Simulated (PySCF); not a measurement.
Bonds (- single, = double, # triple, : aromatic): C1=C2, C2-S3, S3=O4, S3=O5, S3-O6, O6-C7. C1 carries H8, H9; C2 carries H10; C7 carries H11, H12, H13. H9 is cis to S3; H8 is trans to S3.

GIAO shifts from PySCF 2.14 on PBE0-D3(BJ)/def2-SVP geometries (one conformer, non-relativistic, equivalent nuclei averaged), against TMS at the same level and in the same medium; PCM means IEF-PCM chloroform.

Measured (solution, not stated per compound (mostly CDCl3 or CCl4); Pretsch, Buehlmann, Badertscher, Structure Determination of Organic Compounds, 4th ed. (2009)): H10 6.57, H8 6.22, H9 6.43 ppm.

Which unscaled values do KT2/pcSseg-2, gas; PBE0/pcSseg-1, PCM; WP04/pcSseg-1, PCM; wB97X-D/pcSseg-1, PCM give, and how close are they?

## Answers


| atoms | measured | KT2/pcSseg-2, gas | PBE0/pcSseg-1, PCM | WP04/pcSseg-1, PCM | wB97X-D/pcSseg-1, PCM |
| --- | --- | --- | --- | --- | --- |
| H10 | 6.57 | 6.63 | 6.70 | 6.46 | 6.66 |
| H8 | 6.22 | 5.86 | 6.68 | 6.39 | 6.72 |
| H9 | 6.43 | 6.47 | 6.83 | 6.56 | 6.88 |

Mean absolute error for 1H: KT2/pcSseg-2, gas 0.15, PBE0/pcSseg-1, PCM 0.33, WP04/pcSseg-1, PCM 0.14, wB97X-D/pcSseg-1, PCM 0.35 ppm.
